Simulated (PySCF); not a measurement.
C4H8Te.
Atom-mapped SMILES: `[CH3:1][CH:2]([CH3:3])[CH:4]=[Te:5]` (hydrogens: H6, H7, H8 on C1; H9 on C2; H10, H11, H12 on C3; H13 on C4)

Theory: PySCF, PBE0-D3(BJ)/def2-SVP geometry optimisation, gas phase, def2 core potentials past Kr.

(1) List the bond lengths, angles and torsions at this level.

## Answers

(1) 
| bond | length (Å) |
| --- | --- |
| C1–C2, C2–C3 | 1.532 |
| C2–C4 | 1.491 |
| C4=Te5 | 1.967 |
| C1–H6 and 5 like bonds | 1.101 |
| C2–H9 | 1.102 |
| C4–H13 | 1.101 |

Bonds in one row agree within 0.01 Å and their mean is given. A selection of angles:
| angle | degrees |
| --- | --- |
| C2–C1–H6 | 110.1 |
| C2–C1–H7 | 111.2 |
| H6–C1–H7 | 107.9 |
| C1–C2–C3 | 111.2 |
| C1–C2–C4 | 109.7 |
| C1–C2–H9 | 108.8 |
| C4–C2–H9 | 108.5 |
| C2–C4–Te5 | 127.2 |
| C2–C4–H13 | 114.8 |
| Te5–C4–H13 | 118.0 |

Torsions: C1–C2–C4–Te5 118° (anticlinal).

The C–C distances run from 1.491 Å (C2–C4, drawn single) to 1.533 Å (C1–C2, drawn single), a spread of 0.042 Å.

Point group: Cs (tolerance 0.08 Å). Stationary, but not proved a minimum. The numbers are those of one conformer.

The run took 23 s wall on Intel Xeon 6975P-C, one thread, no GPU, shared host, and the process peaked at 0.52 GiB of memory. That covers the optimisation of the geometry.
